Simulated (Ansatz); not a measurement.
`CC[S][GaH2]` + H₂ → `C[S][GaH2]` + CH₄  (hydrogenolysis of a C–C bond)

Computed with Ansatz on PBE0-D4/def2-TZVP structures; ΔE is electronic, products minus reactants. CCSD(T)/CBS is the MP2 limit (def2-TZVPP, def2-QZVPP) plus CCSD(T) − MP2 in def2-TZVPP, frozen cores. This one scheme is used for every species. Functionals use def2-TZVPP. For Ga outer-core shells are correlated without core-valence functions, which leaves a few kJ/mol of doubt a bond. Scalar relativity is left out up to krypton. One conformer a species, not always the lowest.

| level | ΔE (kcal/mol) |
| --- | --- |
| PBE-D4 | -14.7 |
| r2SCANh-D4 | -15.6 |
| SCS-MP2/def2-TZVPP | -14.9 |
| HF/def2-QZVPP | -19.9 |

Problem. What does CCSD(T)/CBS give? (Best estimate.)

Solution. Ansatz gave: -14.7 kcal/mol. The listed levels differ from it by 0.0, -0.9, -0.2, -5.2 kcal/mol.

Largest T1 diagnostic among the species: 0.013.

Leaving LDA and LC-ωPBE aside and taking each functional with its dispersion term where it has one, the values, not all of them listed here, spread over 3.6 kcal/mol, from B97M-V to revPBE-D4. LDA lies +2.3 kcal/mol from PBE without D4. The D4 term adds +2.5 kcal/mol with B3LYP and +1.4 kcal/mol with PBE0; it sums over pairs of atoms, weighted by their polarisabilities, and B3LYP, whose exchange is more repulsive, gets the larger term. In def2-TZVPP, CCSD(T) changes the Hartree–Fock value by +4.9 kcal/mol (the triples alone add +1.0 kcal/mol) and MP2 by +5.9 kcal/mol.

CCSD(T)/CBS has its own doubt, a few kJ/mol and more with outer-core shells, so smaller differences from it don't rank the levels.

B3LYP here is the variant with VWN-RPA as its local correlation; programs differ in this.
